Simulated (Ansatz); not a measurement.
CH4OSSi can be A, `O=CS[SiH3]`, or B, `SC1O[SiH2]1`.

Computed with Ansatz on PBE0-D4/def2-TZVP structures; ΔE is electronic, products minus reactants. CCSD(T)/CBS is the MP2 limit (def2-TZVPP, def2-QZVPP) plus CCSD(T) − MP2 in def2-TZVPP, frozen cores. DFT in def2-TZVPP. B3LYP here is the variant with VWN-RPA as its local correlation; programs differ in this. One conformer a species, not always the lowest.

Problem. Which isomer does CCSD(T)/CBS put lower? Give the gap. (Estimate.)

Solution. Computed: A, by 21.5 kcal/mol.

Problem. Give E(B) − E(A) in kcal/mol with HF/def2-TZVPP, B3LYP-D4, MP2/def2-TZVPP, PBE0-D4, LDA (SPW92), CCSD/def2-TZVPP, r2SCAN-D4. (Best estimate.)

Solution. Computed: HF/def2-TZVPP 27.5, B3LYP-D4 24.8, MP2/def2-TZVPP 21.6, PBE0-D4 22.5, LDA (SPW92) 19.3, CCSD/def2-TZVPP 22.2, r2SCAN-D4 23.5. None reverses the order clearly.

Problem. Does the order hold for the free energy at 298.15 K (harmonic terms from PBE0-D4)? (An estimate is asked.)

Solution. Computed: Yes: G(B) − G(A) = +22.6 kcal/mol, for one conformer each.

Largest T1 diagnostic: 0.017.

At CCSD(T), def2-SVP lies +9.4 kcal/mol from the extrapolated value and def2-TZVPP +1.2 kcal/mol. Leaving LDA and LC-ωPBE aside and taking each functional with its dispersion term where it has one, the values, not all of them listed here, spread over 4.8 kcal/mol, from PBE-QIDH to BLYP-D4. LDA lies −4.4 kcal/mol from PBE without D4.
